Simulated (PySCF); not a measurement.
**B (boron, neutral): B3LYP calculation**

Configuration: [He] 2s1 2p1 3s1, high-spin 4P determinant (an excited configuration). Calculation: PySCF 2.14, in dyall-av3z; the non-relativistic Hamiltonian (point nucleus).

- Total energy: -24.3184 hartree
- One-electron energy: -31.0750 hartree
- Hartree (Coulomb) energy: 10.5210 hartree
- Exchange-correlation energy: -3.7644 hartree
- Kinetic energy: 24.24287 hartree
- ⟨S²⟩: 3.7500
- ⟨L²⟩: 2.017
- Sum of ⟨r⟩: 10.23 bohr
- Sum of ⟨r²⟩: 48.04 bohr²
- Traceless quadrupole moment −½Σ⟨3z² − r²⟩ along its main axis: -0.291 e·bohr²
- Density at the nucleus (Gaussians lack the cusp): 70.9 bohr⁻³
- Spin density at the nucleus: 2.22 bohr⁻³
- Langevin diamagnetic susceptibility: -38.0 ×10⁻⁶ cm³/mol

| shell | electrons | mean orbital energy (hartree) | rms radius, mean of both spins (bohr) |
| --- | --- | --- | --- |
| 1s α | 1 | -7.15768 | 0.383 |
| 1s β | 1 | -7.11613 | 0.383 |
| 2s α | 1 | -0.61517 | 1.93 |
| 2p α | 1 | -0.40188 | 2.02 |
| 3s α | 1 | -0.08051 | 6.32 |

The outer electron is Rydberg-like, and this basis confines it to a smaller radius and binds it less than a complete one would.
